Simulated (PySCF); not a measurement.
# A search over the determinants of TiO

Unrestricted PBE0; Ti def2-TZVPP, O def2-TZVPP; no relativity (PySCF 2.14). Outer shells of the fragments: Ti 3d2 4s2; O 2s2 2p4.

Followed along the bond (rough minima from three points):

```json
{"2Ms+1": "3", "unpaired": "σ ↑, δ ↑", "⟨S²⟩ at the start": "2.10", "R at minimum (Å)": "1.60", "Te (eV)": "0.00"}
{"2Ms+1": "1", "unpaired": "σ ↓, δ ↑", "⟨S²⟩ at the start": "1.02", "R at minimum (Å)": "1.60", "Te (eV)": "0.33"}
{"2Ms+1": "3", "unpaired": "δ ↑↑", "⟨S²⟩ at the start": "2.05", "R at minimum (Å)": "1.64", "Te (eV)": "1.34"}
{"2Ms+1": "3", "unpaired": "π ↑, δ ↑", "⟨S²⟩ at the start": "2.06", "R at minimum (Å)": "1.63", "Te (eV)": "1.55"}
{"2Ms+1": "3", "unpaired": "σ ↑, π ↑", "⟨S²⟩ at the start": "2.14", "R at minimum (Å)": "1.62", "Te (eV)": "1.57"}
{"2Ms+1": "1", "unpaired": "δ ↑↓", "⟨S²⟩ at the start": "1.00", "R at minimum (Å)": "1.64", "Te (eV)": "1.57"}
```

Solutions found at the starting distance of 1.865 Å, counted from the lowest of them; the search is not exhaustive and high or unbound solutions are not listed, so other states can lie among these:

```csv
2Ms+1,unpaired,term,E (eV),⟨S²⟩,⟨Lz²⟩,μ (D)
3,"σ ↑, δ ↑",³Δ,0.00,2.10,4.00,-5.35
1,"σ ↓, δ ↑",mixed,0.41,1.02,4.00,-4.73
3,δ ↑↑,³Σ⁻,0.94,2.05,0.00,-8.33
3,"π ↑, δ ↑",mixed,1.05,2.06,3.49,-6.64
1,δ ↑↓,mixed,1.21,1.00,8.01,-8.38
3,"σ ↑, π ↑",mixed,1.28,2.14,1.18,-4.88
1,"π ↓, δ ↑",mixed,1.38,1.01,3.34,-6.57
1,none,¹Σ⁺,1.71,0.00,0.00,-4.59
1,none,mixed,1.84,0.00,8.00,-8.25
5,"σ ↑, π ↑↑, δ ↑",mixed,1.95,6.00,5.93,-2.60
5,"σ ↑, π ↑↑, δ ↑",mixed,1.97,6.00,6.00,-2.66
5,"σ ↑, π ↑, δ ↑↑",⁵Π,2.01,6.00,1.03,-3.26
5,"σ ↑, π ↑↑, δ ↑",mixed,2.12,6.00,5.89,-2.63
3,"σ ↑, π ↑↓, δ ↑",mixed,2.18,3.01,5.91,-2.62
```

A term symbol is given only where ⟨S²⟩ and ⟨Lz²⟩ are close to those of a pure state; real π, δ and φ orbitals otherwise mix terms. A positive dipole means Ti(−)O(+).

The state is the lowest single determinant that the PBE0 search found; with open d or f shells the true ground state can be another one.
